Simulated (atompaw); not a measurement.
**Before and after: PAW (atompaw) potential for silver**

* Element: silver (Ag)
* Generator: atompaw 4.2.0.5
* Type: PAW
* Functional: PBE
* Relativity: scalar-relativistic
* Frozen core: [Ar] 3d10 4s2
* Valence charge: 17
* Reference configuration: 4p6 4d10 5s0.5 5p0 (charge +0.5)
* Partial waves: 5s (bound): rc 2.65 bohr; 5s channel at -0.1 Ry: rc 2.65 bohr; 4p (bound): rc 1.40 bohr; 5p (bound, empty): rc 2.65 bohr; 4d (bound): rc 1.70 bohr; 4d channel at -0.5 Ry: rc 1.70 bohr
* Local potential: troulliermartins scheme with l = 3 at 0 Ry, radius 1.90 bohr
* Core correction: smooth core density matched at 2.05 bohr
* Augmentation charge: gaussian compensation charge, radius 2.20 bohr; PAW radius 2.65 bohr; waves and projectors: custom rrkj vanderbiltortho

Change: local potential troulliermartins scheme with l = 3 at 0 Ry, radius 2.60 bohr.

Cutoffs: the cutoffs (Ry, on a coarse ladder) from which the occupation-weighted sum of valence levels, in a spherical-Bessel basis at the reference potential, stays within 10 and 1 mRy of its value at 400 Ry; they do not see the model core or the augmentation charge, which bear on the density cutoff.

Q: What does the change do?

A: The potential gets neither clearly harder nor softer (50 Ry and 90 Ry → 50 Ry and 90 Ry); the bound ghost in s disappears; the range in which the s phases agree narrows (upper end 3.6 → 0.9); the range in which the d phases agree narrows (upper end at the end of the scan → 1.7). A state that the projectors do not describe sees the local part alone, so a deeper or shallower local part can create or remove a ghost.

| quantity | base | changed |
| --- | --- | --- |
| cutoff, loose | 50 Ry | 50 Ry |
| cutoff, tight | 90 Ry | 90 Ry |
| loose cutoff by channel (10 mRy a level) | s 6 Ry, p 35 Ry, d 35 Ry | s 6 Ry, p 35 Ry, d 30 Ry |
| bound ghosts | s | none |
| s: phases at 2.66 bohr within 0.05 rad from the reference energy up to (Ry; the scan ends near 5) | 3.6 | 0.9 |
| p: phases at 2.66 bohr within 0.05 rad from the reference energy up to (Ry; the scan ends near 5) | 2.8 | 2.6 |
| d: phases at 2.66 bohr within 0.05 rad from the reference energy up to (Ry; the scan ends near 5) | to the end of the scan | 1.7 |
| lowest overlap eigenvalue by channel | s 0.10, p 0.40, d 0.89 | s 0.33, p 0.43, d 0.95 |

 A true bound ghost makes a file unfit for plane-wave use even where its test errors are small: the radial tests pick states by their node count and pass the ghost by. The cutoffs see the waves, projectors and local potential, not the compensation charge or the core.
